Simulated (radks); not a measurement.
Results of a calculation; reference values are marked as such.
Excited configurations of Pd3+: one electron is placed in a higher orbital outside [Kr] 4d6. The ground configuration is [Kr] 4d7. Code: a radial shooting solver on a logarithmic mesh with Libxc functionals. Model: scalar-relativistic Kohn-Sham, PBEsol, spin-polarised, spherical densities, finite nucleus; open shells are filled with parallel spins first (spin-orbit coupling, left out, can overturn this in heavy ions); Fermi nuclear charge, rms radius 4.5318 fm. Excitation = E - E(ground); binding = E(ion) - E, where the ion is the core of charge +4; n* = 4/sqrt(2 binding) in atomic units, and the quantum defect is n - n*.

outer orbital  excitation (eV)  binding (eV)     n*  quantum defect  eigenvalue (eV)  <r> (bohr)
4f                      32.027        15.613  3.734           0.266          -12.656       3.427
5s                       9.652        37.988  2.394           2.606          -33.557       2.299
5p                      17.701        29.939  2.696           2.304          -26.187       2.650
5d                      28.157        19.483  3.343           1.657          -16.931       3.609
5f                      37.049        10.591  4.534           0.466           -9.095       6.193
6s                      28.941        18.699  3.412           2.588          -16.761       4.524
6p                      31.752        15.888  3.702           2.298          -14.178       5.101
7s                      36.333        11.307  4.388           2.612          -10.168       7.431
7p                      37.692         9.948  4.678           2.322           -8.942       8.221
7f                      42.265         5.375  6.364           0.636           -4.796       14.04

The Delta-SCF ionisation energy is 47.640 eV (NIST Atomic Spectra Database: 46 eV, theoretical). Self-interaction in the functional shifts the binding energies and quantum defects, so they are the method's values and not measured ones. Open shells are spherical and high-spin; term and fine-structure splittings are not resolved.
